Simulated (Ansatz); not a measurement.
Input:

```yaml
crystal:
  periodic: [false, false, false]
  atoms:
    - { symbol: Sn, position_ang: [-0.332277, -0.912668, -1.034752] }
    - { symbol: Br, position_ang: [2.114663, -0.707357, -0.248818] }
    - { symbol: H, position_ang: [-0.318901, -2.351314, -1.990174] }
    - { symbol: H, position_ang: [-1.310911, -1.080449, 0.362893] }
    - { symbol: H, position_ang: [-0.662086, 0.486779, -1.976302] }
    - { symbol: H, position_ang: [1.080935, 1.594124, 0.987422] }
    - { symbol: Se, position_ang: [-0.259453, 2.056665, 1.477832] }
    - { symbol: H, position_ang: [-0.31187, 0.914119, 2.421899] }
basis:
  gaussian: { orbitals: def2-SVP }
hamiltonian:
  xc: pbe
  dispersion: d4
relax:
  f_tol: 0.03
  max_steps: 50
```

Launched with:

```bash
$ ansatz run input.yaml --threads 2 --pin off --max-ram 3072MiB --backend cpu --events-out ev --progress --plain --runs-dir out
```

Hardware: 2 threads of Arm Neoverse V1 (shared host).

Roughly how long does this run take, and how much memory?

24 s, with a peak of 0.17 GiB, for 10 ionic steps.
